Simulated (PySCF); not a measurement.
**AsPb⁺: one state, many levels of theory**

State: ³Σ⁻ (triplet), unpaired electrons π ↑↑. Set-up: PySCF, scalar-relativistic core potentials, basis sets As def2-SVP, Pb def2-SVP with ECP60. De refers to As + Pb⁺ in their high-spin ground configurations, without counterpoise correction. The functionals are run spin-unrestricted. A positive dipole points towards Pb; it is taken about the centre of mass and depends on that origin. Levels whose curve was spin-contaminated or gave no clean fit are not listed.

```tsv
Level	Re (Å)	ωe (cm⁻¹)	De (eV)	μ (D)
UHF	2.727	184	n/a	1.96
UHF-CCSD	2.738	188	n/a	n/a
UHF-CCSD(T)	2.743	188	n/a	n/a
PBE	2.733	195	n/a	0.63
PBEsol	2.705	202	n/a	0.52
BLYP	2.765	187	n/a	0.46
r²SCAN	2.708	202	n/a	1.00
PBE0	2.699	205	n/a	1.03
MN15	2.679	206	n/a	0.91
```

The bond length runs from 2.679 Å (MN15) to 2.765 Å (BLYP).

Correlated steps freeze 13 core orbitals. Spin–orbit coupling is left out, which matters for elements this heavy, above all for dissociation energies. The state was picked by a PBE0 search and need not be the measured ground state.

The whole job (state search and all levels along the bond) took about 3 min on 1 thread of Intel Xeon Platinum 8259CL @ 2.50GHz (shared host), peak memory 0.67 GiB.
